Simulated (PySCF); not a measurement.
Vibration and rotation of SbC

ROHF-CCSD(T) constants of SbC, doublet, unpaired electrons σ ↑ (Sb def2-SVP with ECP28, C def2-SVP; scalar-relativistic core potentials (PySCF 2.14); masses 120.9038 and 12.0000 u):

```
ωe           : 818.7 cm⁻¹
ωexe         : 4.45 cm⁻¹
Be           : 0.42103 cm⁻¹
αe           : 0.00291 cm⁻¹
De to Sb + C : 2.94 eV
```

(1) What force constant and bond length do these constants imply?

(2) Estimate the centrifugal constant D from the Kratzer relation and find the Dunham coefficient a1.

Correlated steps freeze 5 core orbitals. Correlated levels converge slowly with the basis: in double zeta they bind strong bonds too weakly, by up to about 1 eV, and carry superposition errors of some tenths. Spin–orbit coupling is left out, which matters for elements this heavy, above all for dissociation energies. The state is the lowest determinant that a PBE0 search found; another state may lie lower at other levels.

Answers

(1) Reduced mass μred = 10.917 u; k = 5.8918×10⁻⁷·μred·ωe² (u, cm⁻¹, mdyn/Å) = 4.31 mdyn/Å; Re = √(16.8576/(μred·Be)) (u, cm⁻¹, Å) = 1.915 Å.

(2) D = 4Be³/ωe² = 4.45e-07 cm⁻¹; a1 = −1 − αeωe/(6Be²) = -3.24.
